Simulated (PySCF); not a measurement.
A side-by-side comparison of computed properties.

First species: vinylcyanoacetylene, C₅H₃N.
SMILES: `C(C#N)#CC=C`

Second species: C6H8Cl2O2.
SMILES: `CC(=O)O/C=C(/C)C(Cl)Cl`

Levels: PBE0/pcSseg-1 for dipole moment, HOMO energy, LUMO energy and HOMO–LUMO gap; GFN2-xTB for rotational constant A and rotational constant C. Geometries: GFN2-xTB. Each structure is a single optimised conformer of the isolated species, non-relativistic unless stated. Electronic properties by PySCF.

Dipoles, sizes and rotational constants follow the conformer. The torsions of the flexible species, by atom-mapped SMILES:
- `[CH3:1][C:2](=[O:3])[O:4]/[CH:5]=[C:6](/[CH3:7])[CH:8]([Cl:9])[Cl:10]`: C1–C2–O4–C5 180°, C2–O4–C5–C6 180°, C5–C6–C8–Cl9 120°

```json
{"property": "dipole moment", "column X": "1.67 D", "column Y": "5.13 D"}
{"property": "HOMO energy", "column X": "-7.47 eV", "column Y": "-7.88 eV"}
{"property": "LUMO energy", "column X": "-0.93 eV", "column Y": "-2.31 eV"}
{"property": "HOMO–LUMO gap", "column X": "6.54 eV", "column Y": "5.57 eV"}
{"property": "rotational constant A", "column X": "1.565 GHz", "column Y": "39.395 GHz"}
{"property": "rotational constant C", "column X": "0.448 GHz", "column Y": "1.353 GHz"}
```

Problem. Which column belongs to which species?

Solution. Column X is the second species and column Y the first. The first has 9 atoms and 40 electrons, the second 18 and 94.

Problem. How does each property change from the first species to the second?

Solution. dipole moment -3.46 D; HOMO energy +0.41 eV; LUMO energy +1.38 eV; HOMO–LUMO gap +0.97 eV; rotational constant A -37.830 GHz; rotational constant C -0.905 GHz.

On the first: The dipole equals about 17.1 × 10⁻³⁰ C·m (1 D = 3.33564 × 10⁻³⁰ C·m). A dipole of 5.13 D is allowed in Cs, and pure rotational transitions are dipole-allowed.

On the second: In atomic units the dipole is 0.66 e·bohr (1 au = 2.5417 D).
